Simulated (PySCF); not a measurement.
# Excitation energy of O²⁺ by level of theory

O²⁺ [He] 2s2 2p2 (3P) → O²⁺ [He] 2s1 2p3 (5S), as a difference of total energies. Computed with PySCF 2.14 in aug-cc-pwCVDZ (5s4p2d, 27 functions), with no relativity, point nucleus. Correlated levels: valence: 1s2 frozen. The calculations carry no spin-orbit coupling.

```csv
method,excitation energy (eV)
UHF,5.616
MP2 (valence),6.760
SCS-MP2 (valence),7.214
CCSD (valence),7.282
CCSD(T) (valence),7.300
CCSDT (valence),7.304
```

**Question.** How much does correlation contribute at CCSD(T) (valence)?

**Answer.** 7.300 − (5.616) = 1.684 eV, measured against UHF.

A first-order spin-orbit estimate (lowest level to lowest level, LS coupling) adds 0.025 eV.
